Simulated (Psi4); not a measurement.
Input for Psi4: SAPT0/jun-cc-pV(D+d)Z on Cl2H2 (a complex), monomers drawn apart or pushed together.

```
memory 2025 MB

molecule dimer {
0 1
Cl    0.16152269    0.47010764    0.07032463
H    -0.60971618   -0.44580183   -0.39279105
--
0 1
Cl   -0.77457957   -1.12687659    3.75246542
H    -0.35503729   -0.48146270    2.71954594
units angstrom
symmetry c1
no_reorient
no_com
}

set {
  basis jun-cc-pV(D+d)Z
  scf_type df
  freeze_core true
}

energy('sapt0')
```

Output:

```
[...]
==> Input File <==

--------------------------------------------------------------------------
memory 2025 MB

molecule dimer {
0 1
Cl    0.16152269    0.47010764    0.07032463
H    -0.60971618   -0.44580183   -0.39279105
--
0 1
Cl   -0.77457957   -1.12687659    3.75246542
H    -0.35503729   -0.48146270    2.71954594
units angstrom
symmetry c1
no_reorient
no_com
}

set {
  basis jun-cc-pV(D+d)Z
  scf_type df
  freeze_core true
}

energy('sapt0')
--------------------------------------------------------------------------


   => Loading Basis Set <=

    Name: JUN-CC-PV(D+D)Z
    Role: ORBITAL
    Keyword: BASIS
    atoms 1, 3 entry CL         line   764 file jun-cc-pv_dpd_z.gbs
    atoms 2, 4 entry H          line    60 file jun-cc-pv_dpd_z.gbs

   => Loading Basis Set <=

    Name: JUN-CC-PV(D+D)Z
    Role: ORBITAL
    Keyword: BASIS
    atoms 1, 3 entry CL         line   764 file jun-cc-pv_dpd_z.gbs
    atoms 2, 4 entry H          line    60 file jun-cc-pv_dpd_z.gbs


  //>>>>>>>>>>>>>>>>>>>>>>>>>>>>>>>>>>>//
  //              Dimer HF             //
  //<<<<<<<<<<<<<<<<<<<<<<<<<<<<<<<<<<<//

   => Libint2 <=

    Primary   basis highest AM E, G, H:  7, 6, 3
    Auxiliary basis highest AM E, G, H:  7, 7, 4
    Onebody   basis highest AM E, G, H:  -, -, -
    Solid Harmonics ordering:            Gaussian


   => Loading Basis Set <=

    Name: JUN-CC-PV(D+D)Z
    Role: ORBITAL
    Keyword: BASIS
    atoms 1, 3 entry CL         line   764 file jun-cc-pv_dpd_z.gbs
    atoms 2, 4 entry H          line    60 file jun-cc-pv_dpd_z.gbs


         ---------------------------------------------------------
                                   SCF
               by Justin Turney, Rob Parrish, Andy Simmonett
                          and Daniel G. A. Smith
                              RHF Reference
                        1 Threads,   1931 MiB Core
         ---------------------------------------------------------

  ==> Geometry <==

    Molecular point group: c1
    Full point group: C1

    Geometry (in Angstrom), charge = 0, multiplicity = 1:

       Center              X                  Y                   Z               Mass
    ------------   -----------------  -----------------  -----------------  -----------------
         CL           0.161522690000     0.470107640000     0.070324630000    34.968852682000
         H           -0.609716180000    -0.445801830000    -0.392791050000     1.007825032230
         CL          -0.774579570000    -1.126876590000     3.752465420000    34.968852682000
         H           -0.355037290000    -0.481462700000     2.719545940000     1.007825032230

  Running in c1 symmetry.

  Rotational constants: A =      1.80679  B =      0.02978  C =      0.02932 [cm^-1]
  Rotational constants: A =  54166.33121  B =    892.87391  C =    879.01709 [MHz]
  Nuclear repulsion =   56.551285012847629

  Charge       = 0
  Multiplicity = 1
  Electrons    = 36
  Nalpha       = 18
  Nbeta        = 18

  ==> Algorithm <==

  SCF Algorithm Type is DF.
  DIIS enabled.
  MOM disabled.
  Fractional occupation disabled.
  Guess Type is SAD.
  Energy threshold   = 1.00e-08
  Density threshold  = 1.00e-08
  Integral threshold = 1.00e-12

  ==> Primary Basis <==

  Basis Set: JUN-CC-PV(D+D)Z
    Blend: JUN-CC-PV(D+D)Z
    Number of shells: 28
    Number of basis functions: 64
    Number of Cartesian functions: 68
    Spherical Harmonics?: true
    Max angular momentum: 2

   => Loading Basis Set <=

    Name: (JUN-CC-PV(D+D)Z AUX)
    Role: JKFIT
    Keyword: DF_BASIS_SCF
    atoms 1, 3 entry CL         line   746 file jun-cc-pvdz-jkfit.gbs
    atoms 2, 4 entry H          line    70 file jun-cc-pvdz-jkfit.gbs

  ==> Integral Setup <==

  DFHelper Memory: AOs need 0.010 GiB; user supplied 1.414 GiB.
  SCF_SUBTYPE=INCORE selected. In-core MEM_DF algorithm will be used.
  Using in-core AOs.

  ==> MemDFJK: Density-Fitted J/K Matrices <==

    J tasked:                   Yes
    K tasked:                   Yes
    wK tasked:                   No
    OpenMP threads:               1
    Algorithm:                 Core
    Schwarz Cutoff:           1E-12
    Mask sparsity (%):       4.9805
    Fitting Condition:        1E-10

   => Auxiliary Basis Set <=

  Basis Set: (JUN-CC-PV(D+D)Z AUX)
    Blend: JUN-CC-PVDZ-JKFIT
    Number of shells: 96
    Number of basis functions: 288
    Number of Cartesian functions: 330
    Spherical Harmonics?: true
    Max angular momentum: 3

  Minimum eigenvalue in the overlap matrix is 2.4494368191E-02.
  Reciprocal condition number of the overlap matrix is 6.0213067505E-03.
    Using symmetric orthogonalization.

  ==> Pre-Iterations <==

  SCF Guess: Superposition of Atomic Densities via on-the-fly atomic UHF (no occupation information).

   -------------------------
    Irrep   Nso     Nmo
   -------------------------
     A         64      64
   -------------------------
    Total      64      64
   -------------------------

  ==> Iterations <==

                    
[...]
53A      5.807998    54A      6.008156
      55A      7.873616    56A     13.450948    57A     13.457980
      58A     13.493450    59A     13.493523    60A     13.642585
      61A     23.848258    62A     23.886161    63A     24.291838
      64A    156.623072

    Final Occupation by Irrep:
              A
    DOCC [     9 ]
    NA   [     9 ]
    NB   [     9 ]

  @DF-RHF Final Energy:  -460.09370089885653

   => Energetics <=

    Nuclear Repulsion Energy =              6.9833170081439082
    One-Electron Energy =                -649.6601015071229313
    Two-Electron Energy =                 182.5830836001225350
    Total Energy =                       -460.0937008988564685

Computation Completed


Properties will be evaluated at   0.000000,   0.000000,   0.000000 [a0]

Properties computed using the SCF density matrix


 Multipole Moments:

 ------------------------------------------------------------------------------------
     Multipole            Electronic (a.u.)      Nuclear  (a.u.)        Total (a.u.)
 ------------------------------------------------------------------------------------

 L = 1.  Multiply by 2.5417464519 to convert [e a0] to [Debye]
 Dipole X            :         25.7356050          -25.5545585            0.1810466
 Dipole Y            :         37.3893563          -37.1111309            0.2782254
 Dipole Z            :       -126.1316124          125.6884400           -0.4431724
 Magnitude           :                                                    0.5537048

 ------------------------------------------------------------------------------------

  Constructing Basis Sets for SAPT...

   => Loading Basis Set <=

    Name: (JUN-CC-PV(D+D)Z AUX)
    Role: RIFIT
    Keyword: DF_BASIS_SAPT
    atoms 1, 3 entry CL         line   544 file jun-cc-pvdz-ri.gbs
    atoms 2, 4 entry H          line    30 file jun-cc-pvdz-ri.gbs

   => Loading Basis Set <=

    Name: (JUN-CC-PV(D+D)Z AUX)
    Role: JKFIT
    Keyword: DF_BASIS_ELST
    atoms 1, 3 entry CL         line   746 file jun-cc-pvdz-jkfit.gbs
    atoms 2, 4 entry H          line    70 file jun-cc-pvdz-jkfit.gbs


  //>>>>>>>>>>>>>>>>>>>>>>>>>>>>>>>>>>>//
  //               SAPT0               //
  //<<<<<<<<<<<<<<<<<<<<<<<<<<<<<<<<<<<//



        SAPT0
    Ed Hohenstein
     6 June 2009

      Orbital Information
  --------------------------
    NSO        =        64
    NMO        =        64
    NRI        =       198
    NRI (Elst) =       288
    NOCC A     =         9
    NOCC B     =         9
    FOCC A     =         5
    FOCC B     =         5
    NVIR A     =        55
    NVIR B     =        55

    Elst10,r            =    -0.002486576037 [Eh]
    Exch10              =     0.001891205832 [Eh]
    Exch10 (S^2)        =     0.001887515659 [Eh]

    Maxiter = 50
    CPHF R converge = 1.000000E-08

    Iter     Energy [mEh]          dE [mEh]         Residual      Time [s]
       1      -0.54463046       0.544630460     4.446248e-03             0
       2      -0.66025667       0.115626208     2.033706e-03             0
       3      -0.68169594       0.021439267     2.100588e-04             0
       4      -0.67851564      -0.003180292     3.213228e-05             0
       5      -0.67867758       0.000161932     7.753648e-06             0
       6      -0.67870405       0.000026470     1.960138e-06             0
       7      -0.67869313      -0.000010911     4.525829e-07             0
       8      -0.67869483       0.000001694     6.651507e-08             0
       9      -0.67869468      -0.000000151     1.350590e-08             0
      10      -0.67869469       0.000000011     2.852584e-09             0

    CHF Iterations converged

    Maxiter = 50
    CPHF R converge = 1.000000E-08

    Iter     Energy [mEh]          dE [mEh]         Residual      Time [s]
       1      -0.18362546       0.183625459     1.709780e-03             0
       2      -0.20593612       0.022310658     5.722096e-04             0
       3      -0.20908188       0.003145759     9.943252e-05             0
       4      -0.20824062      -0.000841260     1.933059e-05             0
       5      -0.20828346       0.000042844     6.206787e-06             0
       6      -0.20830115       0.000017687     1.442779e-06             0
       7      -0.20829455      -0.000006592     2.564735e-07             0
       8      -0.20829529       0.000000734     4.361353e-08             0
       9      -0.20829525      -0.000000036     1.227069e-08             0
      10      -0.20829524      -0.000000014     2.325168e-09             0

    CHF Iterations converged

    Ind20,r (A<-B)      =    -0.000678694688 [Eh]
    Ind20,r (B<-A)      =    -0.000208295237 [Eh]
    Ind20,r             =    -0.000886989925 [Eh]
    Exch-Ind20,r (A<-B) =     0.000329006501 [Eh]
    Exch-Ind20,r (B<-A) =     0.000169675557 [Eh]
    Exch-Ind20,r        =     0.000498682057 [Eh]
    Disp20              =    -0.000967984180 [Eh]
    Disp20 (SS)         =    -0.000483992090 [Eh]
    Disp20 (OS)         =    -0.000483992090 [Eh]
    Exch-Disp20         =     0.000092279582 [Eh]
    Exch-Disp20 (SS)    =     0.000046327876 [Eh]
    Exch-Disp20 (OS)    =     0.000045951706 [Eh]

    SAPT Results
  --------------------------------------------------------------------------------------------------------
    Electrostatics                 -2.48657604 [mEh]      -1.56035002 [kcal/mol]      -6.52850449 [kJ/mol]
      Elst10,r                     -2.48657604 [mEh]      -1.56035002 [kcal/mol]      -6.52850449 [kJ/mol]

    Exchange                        1.89120583 [mEh]       1.18674958 [kcal/mol]       4.96536023 [kJ/mol]
      Exch10                        1.89120583 [mEh]       1.18674958 [kcal/mol]       4.96536023 [kJ/mol]
      Exch10(S^2)                   1.88751566 [mEh]       1.18443396 [kcal/mol]       4.95567168 [kJ/mol]

    Induction                      -0.68999778 [mEh]      -0.43298014 [kcal/mol]      -1.81158891 [kJ/mol]
      Ind20,r                      -0.88698993 [mEh]      -0.55659458 [kcal/mol]      -2.32879173 [kJ/mol]
      Exch-Ind20,r                  0.49868206 [mEh]       0.31292772 [kcal/mol]       1.30928956 [kJ/mol]
      delta HF,r (2)               -0.30168991 [mEh]      -0.18931327 [kcal/mol]      -0.79208674 [kJ/mol]

    Dispersion                     -0.87570460 [mEh]      -0.54951293 [kcal/mol]      -2.29916210 [kJ/mol]
      Disp20                       -0.96798418 [mEh]      -0.60741924 [kcal/mol]      -2.54144211 [kJ/mol]
      Exch-Disp20                   0.09227958 [mEh]       0.05790631 [kcal/mol]       0.24228001 [kJ/mol]
      Disp20 (SS)                  -0.48399209 [mEh]      -0.30370962 [kcal/mol]      -1.27072106 [kJ/mol]
      Disp20 (OS)                  -0.48399209 [mEh]      -0.30370962 [kcal/mol]      -1.27072106 [kJ/mol]
      Exch-Disp20 (SS)              0.04632788 [mEh]       0.02907118 [kcal/mol]       0.12163382 [kJ/mol]
      Exch-Disp20 (OS)              0.04595171 [mEh]       0.02883513 [kcal/mol]       0.12064619 [kJ/mol]

  Total HF                         -1.28536798 [mEh]      -0.80658059 [kcal/mol]      -3.37473317 [kJ/mol]
  Total SAPT0                      -2.16107258 [mEh]      -1.35609352 [kcal/mol]      -5.67389527 [kJ/mol]

  Special recipe for scaled SAPT0 (see Manual):
    Electrostatics sSAPT0          -2.48657604 [mEh]      -1.56035002 [kcal/mol]      -6.52850449 [kJ/mol]
    Exchange sSAPT0                 1.89120583 [mEh]       1.18674958 [kcal/mol]       4.96536023 [kJ/mol]
    Induction sSAPT0               -0.68706722 [mEh]      -0.43114119 [kcal/mol]      -1.80389474 [kJ/mol]
    Dispersion sSAPT0              -0.87516231 [mEh]      -0.54917264 [kcal/mol]      -2.29773832 [kJ/mol]
  Total sSAPT0                     -2.15759973 [mEh]      -1.35391427 [kcal/mol]      -5.66477732 [kJ/mol]
  --------------------------------------------------------------------------------------------------------



*** Psi4 exiting successfully. Buy a developer a beer!
```

The run finished.

Cost: roughly 6 core-seconds.
